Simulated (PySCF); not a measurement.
Excitations are Tamm–Dancoff values on a coarser integration grid.

Cartesian coordinates (Å):
```xyz
6

O      1.3119    -0.0257    -0.0958
Si    -0.3010    -0.2572    -0.0386
Br    -1.2946     1.3285     1.1647
H      1.6733     0.7944    -0.4385
H     -0.9189    -0.1980    -1.3738
H     -0.5098    -1.5481     0.6253
```
Charge 0, spin multiplicity 1.

### Question
Predict the total energy, S1 excitation (TDA), dipole moment, S1–T1 gap (TDA), T1 excitation (TDA), LUMO, HOMO and S1 oscillator strength from TPSSh-D3(BJ)/def2-TZVPD // CAM-B3LYP-D3(BJ)/def2-TZVPD (PySCF).

### Answer

```
Property                       Result
----------------------  -------------
total energy            -2940.7512 Ha
S1 excitation (TDA)           6.70 eV
dipole moment                  1.41 D
S1–T1 gap (TDA)               0.13 eV
T1 excitation (TDA)           6.56 eV
LUMO                         -0.62 eV
HOMO                         -7.79 eV
S1 oscillator strength          0.002
```
